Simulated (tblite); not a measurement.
C4HF2O2 (doublet state).
Atom-mapped SMILES: `[O:1][C:2](=[O:3])[C:4]#[C:5][CH:6]([F:7])[F:8]` (hydrogens: H9 on C6)

Computed geometry: GFN2-xTB, gas phase. This method treats the open shell by occupation alone, without spin polarisation.

(1) List the bond lengths and angles at this level.

Answers

(1) 
```csv
bond,length (Å)
O1–C2,1.213
C2=O3,1.199
C2–C4,1.547
C4≡C5,1.198
C5–C6,1.466
"C6–F7, C6–F8",1.347
C6–H9,1.105
```

Bonds in one row agree within 0.01 Å and their mean is given. A selection of angles:
```csv
angle,degrees
O1–C2–O3,143.6
O1–C2–C4,104.2
O3–C2–C4,112.1
C2–C4–C5,173.4
C4–C5–C6,173.5
C5–C6–F7,111.0
F7–C6–F8,107.3
```

The C–C distances run from 1.198 Å (C4≡C5, drawn triple) to 1.547 Å (C2–C4, drawn single), a spread of 0.349 Å. C2 (carbon bonded to C and 2 O) is planar (angles 143.6°, 112.1° and 104.2°, sum 360.0°, 0.00 Å off the plane of its three neighbours).

Point group: C1 (no symmetry element, even within 0.4 Å). Its lowest GFN2-xTB frequency is 9i cm⁻¹, too small to tell a flat minimum from a shallow saddle. 2 starts were optimised and ended at 0.00 and 0.02 kcal/mol (GFN2-xTB); the lowest of these is shown.
